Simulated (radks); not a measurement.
The mean radii <r> (bohr) of the occupied orbitals of an atom or ion are listed with their occupations. All-electron calculation, Dirac Kohn-Sham, PBEsol, spin-unpolarised, spherical densities, finite nucleus; Fermi nuclear charge, rms radius of each element as measured or else 0.836 A^(1/3) + 0.57 fm. Program: a radial shooting solver on a logarithmic mesh with Libxc functionals.

orbital  occ.      <r>
1s1/2       2  0.03918
2s1/2       2   0.1723
2p1/2       2   0.1475
2p3/2       4   0.1517
3s1/2       2   0.4923
3p1/2       2   0.4916
3p3/2       4   0.5021
3d3/2       4   0.4962
3d5/2       6   0.4999
4s1/2       2    1.352
4p1/2       2    1.526
4p3/2       4    1.558

Name the element and its charge. Open shells, if any, fill j = l - 1/2 first.

Answer. Z = 38, strontium, charge +2: Sr2+ in [Kr]. The 1s radius gives Z: for a bare nucleus <r> = (2 gamma + 1)/(2Z) with gamma = sqrt(1 - (Z/c)^2), 0.03844 bohr for Z = 38, and screening makes it slightly larger (0.03918 here). The occupations add up to 36, and the charge is Z minus that.
